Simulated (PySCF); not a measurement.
Electron correlation in Te²⁺ (tellurium, charge +2)

[Kr] 4d10 5s1 5p3, high-spin 5S determinant (an excited configuration). Calculation: PySCF 2.14, in aug-cc-pVQZ-DK3 (9s8p6d3f2g, 102 functions); the spin-free X2C one-electron Hamiltonian (Gaussian nucleus). Frozen: [Kr] 4d10; 4 electrons correlated.

MP2 pair energies summed by pair of shells (mhartree):

```csv
pair,energy,share (%)
5p-5p,-14.38,83.1
5s-5p,-2.92,16.9
```

Total MP2 correlation energy: -17.30 mhartree.

Same-spin part -17.30 and opposite-spin part 0.00 mhartree; SCS-MP2 scales them by 1/3 and 6/5 to -5.77 mhartree.
